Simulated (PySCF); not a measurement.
A species of formula C7H17NSi has this rotational fingerprint, computed with PBE0/pcSseg-1 in PySCF (dipole) on a GFN2-xTB geometry, gas phase:

```
Rotational constants : A = 1553, B = 852.9, C = 785.8 MHz
Dipole components    : |μa| = 1.12 D, |μb| = 0.70 D, |μc| = 0.70 D
Inertial defect      : -274.91 u·Å²
κ                    : -0.83
```

Question: Which candidate fits, each taken in the one conformer that was computed?
A. `[CH2:1]=[CH:2][N:3]([SiH3:4])[C@@H:5]([CH3:6])[CH2:7][CH2:8][CH3:9]` with C1–C2–N3–Si4 -2°, C2–N3–C5–C6 -62°, N3–C5–C7–C8 59°, C5–C7–C8–C9 177°
B. `[CH2:1]=[CH:2][SiH2:3][C@@H:4]([CH3:5])[C@@H:6]([CH3:7])[CH2:8][NH2:9]` with C1–C2–Si3–C4 123°, C2–Si3–C4–C5 179°, Si3–C4–C6–C7 -48°, C4–C6–C8–N9 57°, C6–C8–N9–H 64° and -178°
C. `[CH3:1]/[CH:2]=[CH:3]/[Si@@H:4]([CH2:5][CH2:6][CH3:7])[NH:8][CH3:9]` with C2–C3–Si4–C5 -94°, C3–Si4–C5–C6 -48°, Si4–C5–C6–C7 179°, C3–Si4–N8–C9 -173°
D. `[CH2:1]=[C:2]([CH3:3])[C@@H:4]([CH3:5])[SiH2:6][NH:7][CH2:8][CH3:9]` with C1–C2–C4–C5 137°, C2–C4–Si6–N7 51°, C4–Si6–N7–C8 176°, Si6–N7–C8–C9 -147°
E. `[CH3:1][C:2]([CH3:3])([CH3:4])[N:5]1[CH2:6][CH2:7][CH2:8][SiH2:9]1` with C2–N5–C6–C7 156°, N5–C6–C7–C8 41°, C6–C7–C8–Si9 -38°, C7–C8–Si9–N5 22°
F. `[H]/[N:9]=[CH:8]/[C:5]([SiH2:4][CH2:3][CH2:2][CH3:1])([CH3:6])[CH3:7]` with C1–C2–C3–Si4 180°, C2–C3–Si4–C5 -178°, C3–Si4–C5–C6 -179°, Si4–C5–C8–N9 -98°

Answer: A. It is C=CN([SiH3])[C@@H](C)CCC, an asymmetric top, point group C1. The candidates at the same level (rigid rotor, commonest isotopes):

```tsv
SMILES	A (MHz)	B (MHz)	C (MHz)	μa (D)	μb (D)	μc (D)	Δ (u·Å²)	point group	rotor
C/C=C/[Si@@H](CCC)NC	1181	875.5	553.4	0.73	0.33	0.48	-91.95	C1	asymmetric top
CC(C)(C)N1CCC[SiH2]1	2241	1046	875.2	0.44	0.70	0.08	-131.40	C1	asymmetric top
C=C[SiH2][C@@H](C)[C@@H](C)CN	1388	1050	824.8	1.08	1.66	0.61	-232.61	C1	asymmetric top
[H]/N=C/C(C)(C)[SiH2]CCC	2209	688.1	611.9	0.08	0.43	1.12	-137.30	C1	near-prolate asymmetric top
C=C(C)[C@@H](C)[SiH2]NCC	2057	745.4	633.6	0.07	0.43	0.38	-126.00	C1	asymmetric top
C=CN([SiH3])[C@@H](C)CCC	1553	852.9	785.8	1.12	0.70	0.70	-274.91	C1	asymmetric top
```

`C=C[SiH2][C@@H](C)[C@@H](C)CN` has B 23 % too high; `CC(C)(C)N1CCC[SiH2]1` has A 44 % too high; `C/C=C/[Si@@H](CCC)NC` has C 30 % too low; `[H]/N=C/C(C)(C)[SiH2]CCC` has A 42 % too high; `C=C(C)[C@@H](C)[SiH2]NCC` has A 33 % too high. No structure here is proved a minimum.
